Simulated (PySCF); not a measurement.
Vertical excitations of a molecule CH5ClGeO from PySCF 2.14.0 with TDA-PBE/def2-SVPD, as energy in eV (oscillator strength): 5.55 (0.018), 6.15 (0.003), 6.20 (0.010), 6.47 (0.024), 6.49 (0.020), 6.77 (0.016), 6.82 (0.006), 7.00 (0.014), 7.07 (0.043), 7.23 (0.001). Lowest triplet (TDA): 5.26 eV. Coordinates come from a PBE-D3(BJ)/def2-SVP optimisation. Other conformers were not sampled.

Q: Identify the compound among the candidates.
A. C[O][GeH2][Cl]
B. O[CH2][GeH2][Cl]
C. [CH3][Ge@@H]([OH])[Cl]

A: A, C[O][GeH2][Cl]
